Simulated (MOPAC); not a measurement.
Job for MOPAC: PM7 on MgI, 2S+1 = 2, a spin state set in the input, which need not be the lowest, a point of a bond scan (R = 2.836 Å).

```
PM7 1SCF PRECISE CHARGE=0 UHF MS=0.5 THREADS=1
IMg

Mg     0.00000000 1     0.00000000 1     0.00000000 1
I      0.00000000 1     0.00000000 1     2.83616000 1
```

Program output:

```
*******************************************************************************
 **                                                                           **
 **                              MOPAC v23.2.5                                **
 **                                                                           **
 *******************************************************************************
 ** MOPAC's Digital Object Identifier: https://doi.org/10.5281/zenodo.6511958 **
 **                                                                           **
 ** Please cite the open-source release paper for use of this MOPAC version:  **
 ** J. E. Moussa and J. J. P. Stewart (2026)                                  **
 ** MOPAC: An open-source semiempirical molecular orbital program             **
 ** J. Open Source Softw., 11(119), 8025, https://doi.org/10.21105/joss.08025 **
 *******************************************************************************

                              PM7 CALCULATION RESULTS

 *******************************************************************************
 *  PM7        - The PM7 Hamiltonian to be used
 *  UHF        - UNRESTRICTED HARTREE-FOCK CALCULATION
 *
 *
 *
 *                 CHARGE ON SYSTEM = 0
 *
 *
 *
 *  MS=        - IN MECI, MAGNETIC COMPONENT OF SPIN =  0.5
 *  PRECISE    - TIGHTER CRITERIA TO BE USED
 *  1SCF       - DO 1 SCF AND THEN STOP
 *  THREADS=1  - MULTI-THREADING NOT USED
 *  T=         - A TIME OF 172800.0 SECONDS REQUESTED
 *  DUMP=N     - RESTART FILE WRITTEN EVERY 7200.0 SECONDS REQUESTED
 *******************************************************************************
PM7 1SCF PRECISE CHARGE=0 UHF MS=0.5 THREADS=1
 IMg

   ATOM   CHEMICAL          X               Y               Z
  NUMBER   SYMBOL      (ANGSTROMS)     (ANGSTROMS)     (ANGSTROMS)

     1      Mg          0.00000000  *   0.00000000  *   0.00000000  *
     2       I          0.00000000  *   0.00000000  *   2.83616000  *



          CARTESIAN COORDINATES

    NO.       ATOM           X           Y           Z

     1        Mg          0.0000      0.0000      0.0000
     2         I          0.0000      0.0000      2.8362

 General Reference for PM7:
 "Optimization of Parameters for Semiempirical Methods VI: More Modifications to the
 NDDO Approximations and Re-optimization of Parameters", J. J. P. Stewart, J. Mol. Mod., 1:32, 19 (2013)
 https://link.springer.com/article/10.1007/s00894-012-1667-x

           Empirical Formula: Mg I  =     2 atoms



      MOLECULAR POINT GROUP   :   C*v


          UHF CALCULATION, NO. OF ALPHA ELECTRONS =    5
                           NO. OF BETA  ELECTRONS =    4

 -------------------------------------------------------------------------------
 PM7 1SCF PRECISE CHARGE=0 UHF MS=0.5 THREADS=1
 IMg



     1SCF WAS SPECIFIED, SO BFGS WAS NOT USED
     SCF FIELD WAS ACHIEVED


                              PM7 CALCULATION
                                                       MOPAC v23.2.5 Linux




          FINAL HEAT OF FORMATION =         50.51539 KCAL/MOL =     211.35641 KJ/MOL


          COSMO AREA              =         97.13 SQUARE ANGSTROMS
          COSMO VOLUME            =         81.61 CUBIC ANGSTROMS

          IONIZATION POTENTIAL    =          6.603091 EV
          ALPHA SOMO LUMO (EV)    =         -6.603 -1.688
          BETA  SOMO LUMO (EV)    =         -8.471 -0.271
          NO. OF ALPHA ELECTRONS  =          5
          NO. OF BETA  ELECTRONS  =          4
          MOLECULAR WEIGHT        =        151.2095         POINT GROUP:  C*v

          MOLECULAR DIMENSIONS (Angstroms)

            Atom       Atom       Distance
            I     2   Mg     1     2.83616
            I     2   Mg     1     0.00000
           Mg     1    I     2     0.00000


          SCF CALCULATIONS        =          1





   ATOM   CHEMICAL          X               Y               Z
  NUMBER   SYMBOL      (ANGSTROMS)     (ANGSTROMS)     (ANGSTROMS)

     1      Mg          0.00000000  *   0.00000000  *   0.00000000  *
     2       I          0.00000000  *   0.00000000  *   2.83616000  *

                             CARTESIAN COORDINATES

   1   Mg        0.000000000     0.000000000     0.000000000
   2    I        0.000000000     0.000000000     2.836160000


           Empirical Formula: Mg I  =     2 atoms



      MOLECULAR POINT GROUP   :   C*v


          ALPHA EIGENVALUES
 -20.90033  -9.78251  -8.49847  -8.48786  -6.60309  -1.68836  -1.39750   1.04512
 128.58160 128.59990 128.64295 128.75547 128.75673


           BETA EIGENVALUES
 -21.02106  -9.55122  -8.48694  -8.47117  -0.27127  -0.12603   2.00214   2.33389
 128.27505 128.28591 128.32274 128.70545 128.70651


              NET ATOMIC CHARGES AND DIPOLE CONTRIBUTIONS

  ATOM NO.   TYPE          CHARGE      No. of ELECS.   s-Pop       p-Pop       d-Pop
    1         Mg           0.492529        1.5075     0.37872     1.12875
    2          I          -0.492529        7.4925     1.92956     5.56184     0.00113
 DIPOLE           X         Y         Z       TOTAL
 POINT-CHG.     0.000     0.000    -6.710     6.710
 HYBRID         0.000    -0.000    -1.694     1.694
 SUM            0.000    -0.000    -8.404     8.404


          ATOMIC ORBITAL ELECTRON POPULATIONS

     Atom    s        px        py        pz      x^2-y^2     xz        z^2       yz        xy
    1 Mg   0.37872   1.00114   0.01060   0.11701
    2  I   1.92956   1.99872   1.98931   1.57381   0.00000   0.00014   0.00090   0.00009   0.00000


                    (SZ)    =    0.500000
                    (S**2)  =    0.761583


          ATOMIC ORBITAL SPIN POPULATIONS

    Atom   Total    s     px     py     pz   x^2-y^2  xz     z^2    yz     xy
         Atomic
    1 Mg  1.0839  0.047  0.999  0.004  0.034
    2  I -0.0839 -0.003  0.001 -0.004 -0.078 -0.000  0.000  0.000 -0.000 -0.000

 **********************
 *                    *
 * JOB ENDED NORMALLY *
 *                    *
 **********************




 == MOPAC DONE ==
```

The run finished.

Cost: around 0.03 core-seconds (rough).
